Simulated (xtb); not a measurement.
HSe, SMILES [SeH] (connectivity only; charge and spin as stated), charge -1, multiplicity 1. All values are semi-empirical tight-binding results from xtb (GFN2-xTB unless named), good for trends rather than for accurate numbers. Geometry optimised at GFN2-xTB. The multiplicity is an assumed one; other spin states were not compared.

* **point group as xtb finds it**: C∞v
* **orbital gap**: 6.62 eV
* **static polarisability (D4 model)**: 30.3 bohr³
* **solvation energy, GFN2-xTB/ALPB(water)**: -77.5 kcal/mol
* **solvation energy, GFN2-xTB/ALPB(toluene)**: -52.6 kcal/mol
